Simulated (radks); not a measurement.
C3+, 3 electrons, occupied as [He] 5d1 (not the ground configuration). Calculated with a radial shooting solver on a logarithmic mesh with Libxc functionals: non-relativistic Kohn-Sham, PBE, spin-unpolarised, spherical densities, point nucleus; without spin polarisation the odd electron is poorly described.

Normalised radial functions P(r) = r R(r), r in bohr:

r,1s,5d
0.01592,0.4032,0.0000
0.02057,0.5065,0.0000
0.02657,0.6311,0.0000
0.03404,0.7733,0.0000
0.04397,0.9413,0.0001
0.0568,1.1263,0.0002
0.07338,1.3185,0.0003
0.09478,1.5008,0.0007
0.1224,1.6483,0.0014
0.1582,1.7297,0.0028
0.2043,1.7133,0.0056
0.2639,1.5769,0.0108
0.3409,1.3223,0.0204
0.4404,0.9850,0.0374
0.5643,0.6417,0.0643
0.729,0.3412,0.1059
0.9416,0.1416,0.1601
1.216,0.0427,0.2135
1.571,0.0085,0.2351
2.03,0.0010,0.1768
2.622,0.0001,0.0103
3.387,0.0000,-0.2054
4.375,0.0000,-0.2871
5.651,0.0000,-0.0728
7.242,0.0000,0.2768
9.354,0.0000,0.4360
12.08,0.0000,0.2472
15.61,0.0000,0.0600
20.16,0.0000,0.0057
26.05,0.0000,0.0002

1s: eigenvalue -353.17 eV, 0 radial nodes, <r> = 0.268 bohr, 90 % of the charge inside 0.481 bohr. 5d: eigenvalue -7.977 eV, 2 radial nodes at r = 2.65, 5.96 bohr, <r> = 8.47 bohr, 90 % of the charge inside 11.8 bohr.
